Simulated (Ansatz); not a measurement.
**Ligand exchange: C2H4Cl2 + InH2I → C2H4ClI + InH2Cl**

Species: C2H4Cl2 (1,1-dichloroethane) `CC(Cl)Cl`, singlet; InH2I `[InH2][I]`, singlet; C2H4ClI `CC(Cl)I`, singlet; InH2Cl `[Cl][InH2]`, singlet. The partners trade Cl for I: C–Cl and In–I bonds give way to C–I and In–Cl.

Shapes, held fixed at every level: PBE0-D4/def2-TZVP. Programs: Ansatz 0.2.0. The zero-point and thermal change to 298 K, harmonic and unscaled (PBE0-D4/def2-TZVP), is -1.2 kJ/mol.

Question: Estimate ΔH(298 K) of this reaction.

Answer: The highest level, CCSD(T)/def2-TZVPP, gives ΔH(298 K) = +10.4 kJ/mol; the levels span +9.9 to +25.0. The column of differences is taken from that level and isn't an error. No measured value is set beside it here. For atoms past krypton def2 sets carry core potentials with scalar relativity. Outer-core shells of I, In are correlated, in sets that cover them unevenly.

```
               level                    kind  ΔH(298 K) (kJ/mol)  less CCSD(T)/def2-TZVPP
r2SCAN-D4/def2-TZVPP                meta-GGA               +14.8                     +4.4
 B3LYP-D4/def2-TZVPP           global hybrid               +11.7                     +1.3
  PBE0-D4/def2-TZVPP           global hybrid               +17.8                     +7.4
  wB97X-V/def2-TZVPP  range-separated hybrid               +16.0                     +5.6
      MP2/def2-TZVPP     perturbation theory                +9.9                     -0.5
       CCSD/def2-SVP   coupled cluster or CI               +25.0                    +14.6
     CCSD/def2-TZVPP   coupled cluster or CI               +12.3                     +1.9
  CCSD(T)/def2-TZVPP   coupled cluster or CI               +10.4                      0.0
```
